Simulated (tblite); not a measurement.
C7H11 (doublet state).
Numbering: `[CH2:1]=[C:2]=[C:3]([CH3:4])[CH2:5][CH:6][CH3:7]` (hydrogens: H8, H9 on C1; H10, H11, H12 on C4; H13, H14 on C5; H15 on C6; H16, H17, H18 on C7)

Geometry (GFN2-xTB, Å), atoms numbered from 1 in this order:
```xyz
18
C7H11 angstrom
C     -1.8167    2.0167   -0.3893
C     -1.3108    0.8223   -0.3699
C     -0.7723   -0.3578   -0.3778
C     -1.4427   -1.5758    0.1868
C      0.6452   -0.5685   -0.9261
C      1.6002   -0.5897    0.1970
C      2.0780    0.6594    0.8265
H     -1.6662    2.7102    0.4241
H     -2.4239    2.3670   -1.2101
H     -0.8314   -2.0068    0.9787
H     -1.5676   -2.3286   -0.5920
H     -2.4193   -1.3253    0.5940
H      0.6608   -1.5131   -1.4744
H      0.8755    0.2511   -1.6103
H      1.7678   -1.5158    0.7225
H      3.1451    0.5968    1.0534
H      1.5680    0.8503    1.7789
H      1.9016    1.5136    0.1763
```

The geometry is computed with GFN2-xTB (gas phase). This method treats the open shell by occupation alone, without spin polarisation.

Take the most abundant isotopes and a rigid rotor. The values belong to one conformer with, in the numbering `[CH2:1]=[C:2]=[C:3]([CH3:4])[CH2:5][CH:6][CH3:7]`, C2–C3–C5–C6 98°, C3–C5–C6–C7 -80°.

(1) What are A, B and C (cm⁻¹)?

(2) Classify the top.

(3) Is it planar, by Δ = Ic − Ia − Ib?

(4) Give the other two planar moments, Paa and Pbb, and the rms extents of the mass along the axes.

(5) Where do the levels up to J = 5 lie, in K?

Results:

(1) Ia = 156.96, Ib = 259.52, Ic = 357.88 u·Å²; 505379 MHz·u·Å²/I gives 3220, 1947 and 1412 MHz, that is A = 0.10740, B = 0.06496, C = 0.04710 cm⁻¹.

(2) An asymmetric top: κ = (2 × 1947 − 3220 − 1412)/(3220 − 1412) = -0.41.

(3) Not planar: Δ = Ic − Ia − Ib = -58.60 u·Å². For a rigid frame Δ = −2 Σ m c², so Σ m c² = 29.30 u·Å² lies off the ab plane: 11.72 from hydrogen and 17.58 from heavier atoms. The atom farthest from that plane is 1.68 Å away.

(4) Paa = Σ m a² = (Ib + Ic − Ia)/2 = 230.22 and Pbb = Σ m b² = (Ia + Ic − Ib)/2 = 127.66 u·Å². With the mass M = 95.09 u, the rms extents √(P/M) along a, b and c are 1.56, 1.16, 0.56 Å.

(5) Above 0(0,0), as E/k:
J = 1: 1(0,1) 0.161, 1(1,1) 0.222, 1(1,0) 0.248
J = 2: 2(0,2) 0.477, 2(1,2) 0.519, 2(1,1) 0.596, 2(2,1) 0.779, 2(2,0) 0.786
J = 3: 3(0,3) 0.937, 3(1,3) 0.961, 3(1,2) 1.114, 3(2,2) 1.263, 3(2,1) 1.293, 3(3,1) 1.636, 3(3,0) 1.637
J = 4: 4(0,4) 1.532, 4(1,4) 1.544, 4(1,3) 1.793, 4(2,3) 1.903, 4(2,2) 1.982, 4(3,2) 2.292, 4(3,1) 2.299, 4(4,1) 2.800, 4(4,0) 2.800
J = 5: 5(0,5) 2.261, 5(1,5) 2.266, 5(1,4) 2.624, 5(2,4) 2.694, 5(2,3) 2.851, 5(3,3) 3.111, 5(3,2) 3.138, 5(4,2) 3.621, 5(4,1) 3.622, 5(5,1) 4.273, 5(5,0) 4.273

For this open shell read J as N, the rotation without spin; fine and hyperfine splittings come on top. Its GFN2-xTB frequencies are all real (lowest 35 cm⁻¹). No vibrational averaging or centrifugal distortion is included, and the geometry carries the error of its method.
